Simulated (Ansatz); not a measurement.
Calculated with Ansatz (gas phase, PBE0-D4/def2-TZVP geometries, no zero-point term in ΔE). CBS: MP2 limit from def2 TZ/QZ plus the TZ coupled-cluster correction, frozen cores. This one scheme is used for every species. DFT in def2-TZVPP. B3LYP here is the variant with VWN-RPA as its local correlation; programs differ in this. One conformer a species, not always the lowest.

Consider the formal hydrolysis of the Si–Cl bond: `Cl[SiH2]N[SiH2]Cl` + H₂O → `O[SiH2]N[SiH2]Cl` + HCl.

`Cl[SiH2]N[SiH2]Cl`:

Z-matrix (Å, degrees):
```
Si
N 1 1.715
Cl 1 2.059 2 112.2
H 1 1.477 2 107.9 3 118.1
H 1 1.478 2 110.3 3 -117.9
Si 2 1.715 1 127.4 3 -100.8
H 2 1.011 1 116.3 3 79.3
Cl 6 2.059 2 112.2 1 -100.5
H 6 1.477 2 107.9 1 17.6
H 6 1.479 2 110.3 1 141.6
```

H₂O:

Z-matrix (Å, degrees):
```
O
H 1 0.960
H 1 0.960 2 105.1
```

`O[SiH2]N[SiH2]Cl`:

```xyz
11

O     2.074    1.377   -0.667
Si    1.366    0.123    0.123
N    -0.306    0.396    0.462
Si   -1.638   -0.550   -0.041
Cl   -2.085   -2.085    1.262
H     1.719    1.624   -1.522
H     1.388   -1.125   -0.681
H     2.157    0.007    1.366
H    -0.511    1.114    1.145
H    -2.853    0.293   -0.107
H    -1.311   -1.176   -1.340
```

HCl:

Z-matrix (Å, degrees):
```
Cl
H 1 1.279
```

Question: Is it downhill or uphill in electronic energy at CCSD(T)/CBS, and by how much? (An estimate is asked.)

Answer: Computed: Nearly level: ΔE = +2.1 kJ/mol.

Question: What do these levels give: r2SCAN-D4, B3LYP-D4, B3LYP, HF/def2-TZVPP, MP2/def2-QZVPP, MP2/CBS(def2)? (Estimate.)

Answer: Ansatz gave: r2SCAN-D4 0.3, B3LYP-D4 -0.7, B3LYP -3.7, HF/def2-TZVPP -5.7, MP2/def2-QZVPP 3.3, MP2/CBS(def2) 5.8 kJ/mol.

Largest T1 diagnostic among the species: 0.011.
